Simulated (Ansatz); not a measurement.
Total energies of Si(vinyl)3(NMe2) (C₈H₁₅NSi) from Ansatz at PBE-D4/def2-TZVP, gas phase (1 Eh = 27.2114 eV = 2625.5 kJ/mol). The reference geometry is relaxed at PBE-D4/def2-SVP.

```csv
state,geometry,energy (Eh)
charge 0 singlet,reference,-657.59429
charge 1 doublet,reference,-657.31307
free Si atom (triplet),–,-289.22285
free C atom (triplet),–,-37.79597
free H atom (doublet),–,-0.49962
free N atom (quartet),–,-54.53214
```

Single mean-field runs in def2-TZVP are fitted with def2-universal-jkfit.

Question: Work out the vertical ionisation energy to the doublet.

Answer: E(charge 1 doublet) − E(charge 0 singlet) = -657.31307 − (-657.59429) = 0.28122 Eh = 7.65 eV. For comparison, −ε of the highest occupied level is 4.86 eV at this level, 2.79 eV less.

Question: What is the binding energy per atom against free atoms?

Answer: Atoms: 1 × (-289.22285) + 8 × (-37.79597) + 15 × (-0.49962) + 1 × (-54.53214) = -653.61705 Eh. Binding: -653.61705 − (-657.59429) = 3.97724 Eh = 108.23 eV, or 4.33 eV for each of 25 atoms (no zero-point energy, no counterpoise term).
